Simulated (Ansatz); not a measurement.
GeCl₂⁻. Charge -1, multiplicity 2. Geometry PBE-D4/def2-TZVPD.

```xyz
3

Ge   -0.506    0.169    0.859
Cl   -0.598    1.296   -1.201
Cl    1.104   -1.465    0.342
```

At PBE-D4/def2-TZVPD, revPBE-D4/def2-TZVPD, r2SCAN-D4/def2-TZVPD, PBE0-D4/def2-SVPD the highest occupied level of the charge -1 doublet lies above zero (up to 1.18 eV). By energy differences its removal costs 1.71 eV (vertical, to the charge 0 singlet, at CCSD(T)/def2-TZVPPD). The structure comes from a short search, and lower isomers may exist.

Task: Estimate the α-spin orbital energies around the gap (eV) in Ansatz with PBE-D4/def2-TZVPD, revPBE-D4/def2-TZVPD, r2SCAN-D4/def2-TZVPD, PBE0-D4/def2-SVPD, CAM-B3LYP-D4/def2-TZVPD.

Result: 
| orbital | PBE-D4/def2-TZVPD | revPBE-D4/def2-TZVPD | r2SCAN-D4/def2-TZVPD | PBE0-D4/def2-SVPD | CAM-B3LYP-D4/def2-TZVPD |
| --- | --- | --- | --- | --- | --- |
| HOMO−5 | -3.06 | -3.00 | -3.38 | -4.46 | -5.81 |
| HOMO−4 | -2.94 | -2.89 | -3.30 | -4.40 | -5.77 |
| HOMO−3 | -2.51 | -2.46 | -2.84 | -3.93 | -5.28 |
| HOMO−2 | -2.28 | -2.23 | -2.60 | -3.63 | -4.93 |
| HOMO−1 | -1.89 | -1.83 | -2.14 | -3.03 | -4.21 |
| HOMO | 1.15 | 1.18 | 0.86 | 0.14 | -1.00 |
| LUMO | 2.98 | 3.03 | 3.27 | 3.73 | 4.25 |
| LUMO+1 | 3.11 | 3.14 | 3.45 | 4.02 | 4.26 |
| LUMO+2 | 3.60 | 3.55 | 4.17 | 4.60 | 4.63 |
| LUMO+3 | 4.08 | 4.03 | 4.56 | 5.58 | 5.22 |
| LUMO+4 | 4.38 | 4.32 | 5.10 | 5.84 | 5.32 |
| LUMO+5 | 4.51 | 4.45 | 5.10 | 6.03 | 5.55 |
| β HOMO | -1.66 | -1.60 | -1.87 | -2.69 | -3.90 |
| β LUMO | 2.34 | 2.45 | 2.72 | 3.21 | 3.93 |
